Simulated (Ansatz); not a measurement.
```yaml
crystal:
  periodic: [false, false, false]
  atoms:
    - {symbol: F, position_ang: [-1.465709, 1.610288, 0.341037]}
    - {symbol: C, position_ang: [-0.226183, 1.076265, 0.382649]}
    - {symbol: O, position_ang: [0.093686, 0.511367, -0.835515]}
    - {symbol: Si, position_ang: [0.312615, -1.102738, -0.441936]}
    - {symbol: Se, position_ang: [-0.140631, -0.468496, 1.677302]}
    - {symbol: H, position_ang: [0.472681, 1.862904, 0.671714]}
    - {symbol: H, position_ang: [-0.650386, -1.998280, -1.125305]}
    - {symbol: H, position_ang: [1.696028, -1.548411, -0.725846]}
basis:
  gaussian: {orbitals: def2-TZVPD}
hamiltonian: {xc: {name: revPBE}}
accuracy: high
```

```sh
$ ansatz run in.yaml --threads 4 --pin off --events-out ev --progress --plain --max-ram 10444MiB
```

It prints (some lines left out):

```
Functional definition: revPBE
3916 factors; integrals over basis functions are off by at most 4.8e-9 eV
mean field evaluation 1: about -79065.5017 eV, gradient 6.0e1 eV
mean field evaluation 2: about -79014.9013 eV, gradient 1.6e2 eV
mean field evaluation 4: about -79071.5247 eV, gradient 1.4e1 eV
mean field evaluation 8: about -79071.8513 eV, gradient 2.8e-1 eV
mean field evaluation 16: about -79071.8515 eV, gradient 6.1e-5 eV
mean field -79071.85146276 eV, -2905.8369444303 hartree, gradient 8.1e-8 eV, S^2 0.000000; 0 other end points of the search recorded, 0 dependent functions left out
reference -79071.85146977 eV, -2905.8369446881 hartree; 37, 37 occupied and 207, 207 virtual orbitals, 3916 factors
Total energy: -79071.85146977 eV, -2905.8369446881 hartree
```

It took 7.5 s on 4 threads of a server CPU on a shared host, with 1.5 GiB of host memory at the peak.
